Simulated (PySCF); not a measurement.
C8H17NSi.
Structure used (PBE0-D3(BJ)/def2-SVP), in Å, numbered top down from 1:
```
atom  x, y, z in Å
Si1    3.3241   -0.5614    0.2021
N2     1.6986   -0.9703    0.6427
C3     0.5060   -0.1585    0.4751
C4    -0.6280   -0.7178    1.3598
C5    -1.4058   -1.6586    0.4482
C6    -1.4831   -0.8573   -0.8478
C7    -0.1039   -0.1917   -0.9829
C8    -0.1326    1.2659   -1.4557
C9    -0.1872    2.0765   -0.1611
C10    0.7848    1.3293    0.7431
H11    3.9411    0.4516    1.1145
H12    4.0950   -1.8365    0.3062
H13    3.4749   -0.0214   -1.1928
H14    1.4999   -1.9646    0.6717
H15   -1.2927    0.1041    1.6754
H16   -0.2231   -1.1814    2.2711
H17   -2.3904   -1.9455    0.8482
H18   -0.8418   -2.5943    0.2866
H19   -1.7490   -1.4646   -1.7263
H20   -2.2648   -0.0835   -0.7478
H21    0.5463   -0.8082   -1.6214
H22   -0.9674    1.4785   -2.1423
H23    0.7986    1.5072   -1.9944
H24    0.0713    3.1378   -0.2950
H25   -1.2046    2.0479    0.2657
H26    1.8159    1.5805    0.4367
H27    0.7041    1.5819    1.8114
```

Definitions: NICS(0) = −σiso at the ring centroid; NICS(1) = −σiso and NICS(1)zz = −σzz at ±1 Å along the ring normal z. Level: GIAO PBE0/pcSseg-1 (PySCF, non-relativistic, gas phase) on the PBE0-D3(BJ)/def2-SVP geometry, one conformer.

Ring bond lengths (Å), with Mayer bond orders in brackets: C3–C4 1.543 (0.98), C4–C5 1.524 (1.01), C5–C6 1.526 (1.04), C6–C7 1.537 (1.00), C7–C3 1.581 (0.94); C3–C7 1.581 (0.94), C7–C8 1.533 (1.03), C8–C9 1.528 (1.02), C9–C10 1.523 (1.02), C10–C3 1.537 (1.03).

**Question.** Give the NICS values of each ring in ppm.

**Answer.** 
```csv
ring,type,NICS(0),"NICS(1), two faces","NICS(1)zz, two faces",rms pucker (Å),"centre to ring atoms, mean (Å)"
C3–C4–C5–C6–C7,5-membered carbocycle; formal bonds all single,-5.8,-4.8 / -3.5,-2.9 / -2.9,0.19,1.29
C3–C7–C8–C9–C10,5-membered carbocycle; formal bonds all single,-6.2,-5.1 / -3.5,-2.7 / -3.0,0.18,1.29
```

**Question.** What do they say, and how far can they be read as aromaticity?

**Answer.** 
- C3–C4–C5–C6–C7: mean NICS(1)zz -2.9 ppm, near zero. C3, C4, C5, C6, C7 have four or more neighbours, so the value isn't read as a sign of a π ring current.
- C3–C7–C8–C9–C10: mean NICS(1)zz -2.9 ppm, near zero. C3, C7, C8, C9, C10 have four or more neighbours, so the value isn't read as a sign of a π ring current.

**Question.** At the first NICS(1) probe listed for ring C3–C4–C5–C6–C7, 1 Å off the ring, what do the in-plane components average?

**Answer.** The isotropic value is a third of the trace: (3 × -4.8 − (-2.9))/2 = -5.7 ppm.

**Question.** List the ring angles and the Hirshfeld charges of the ring atoms.

**Answer.** 
- C3–C4–C5–C6–C7: C3 103.7° (+0.067 e), C4 104.8° (-0.075 e), C5 102.1° (-0.072 e), C6 104.9° (-0.071 e), C7 105.9° (-0.034 e); sum 521.5° against 540° for a flat convex ring.
- C3–C7–C8–C9–C10: C3 104.5° (+0.067 e), C7 105.8° (-0.034 e), C8 104.1° (-0.071 e), C9 102.7° (-0.069 e), C10 104.8° (-0.071 e); sum 521.9° against 540° for a flat convex ring.

**Question.** How do the values depend on the level or the medium?

**Answer.** 
```csv
level,"NICS(0), C3–C4–C5–C6–C7","mean NICS(1)zz, C3–C4–C5–C6–C7","NICS(0), C3–C7–C8–C9–C10","mean NICS(1)zz, C3–C7–C8–C9–C10"
"PBE0/pcSseg-1, gas",-5.8,-2.9,-6.2,-2.9
"wB97X-D/pcSseg-1, gas",-5.7,-2.8,-6.0,-2.8
```

The geometry is the same throughout.

The run took 2.9 min of wall time on AMD EPYC, one thread, shared host with 64 logical CPUs at a one-minute load of 54, and the process peaked at 1.3 GiB of memory. This is the whole shielding run at PBE0/pcSseg-1, SCF included.
